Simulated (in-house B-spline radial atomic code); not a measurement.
Settings and results of a run for As. Level of theory: non-relativistic Hartree-Fock, average of configuration, point nucleus, inside a hard spherical wall at 5.86 bohr; calculated with a B-spline radial code for spherical atoms.

Command:
```bash
python run_scf.py task.json out
```
Settings:
```
Z                33
configuration    [Ar] 3d10 4s1 4p4
hamiltonian      nr
method           hf
spin_polarised   False
wall_radius      5.86
```

Output (hartree, bohr):
```
 radial grid: 44 intervals, B-splines of order 8, outer radius 5.86 bohr

 iter        energy (Eh)    residual
    1      -2233.1256825    4.72e-01
    2      -2233.6254424    8.70e-02
    3      -2233.7809785    1.69e-02
    4      -2233.7838998    6.81e-03
    5      -2233.7840584    1.16e-03
    6      -2233.7840748    4.66e-04
    7      -2233.7840791    6.70e-05
    8      -2233.7840792    1.44e-06
    9      -2233.7840792    4.03e-07
   10      -2233.7840792    6.21e-09

 total energy                    -2233.784079
 kinetic                           2234.05160
 electron-nucleus                 -5347.44376
 electron-electron                  879.60808

 orbital      occ     eigenvalue          <r>       <r^2>       <1/r>     <1/r^2>       r_max
 1s         2.000     -432.62290    0.0463637   0.0028795      32.505      2123.4     0.03063
 2s         2.000      -56.34371     0.205978   0.0499717     7.19182     211.024      0.1732
 2p         6.000      -50.19086     0.178757   0.0390708     7.13468     69.3885      0.1379
 3s         2.000       -8.06067     0.606545    0.423068     2.33001     33.1073      0.5303
 3p         6.000       -5.91922     0.619977    0.450324     2.20782     10.5619       0.526
 3d        10.000       -2.15004     0.666558    0.554734     1.91921     4.85349      0.4803
 4s         1.000       -0.75208      1.98707     4.50952    0.649267     2.85702       1.664
 4p         4.000       -0.30213      2.41203     6.62159    0.523459    0.721129           2
```

Run time, properties included: 0.07 s on 1 thread of Arm Neoverse V2, on a shared host.
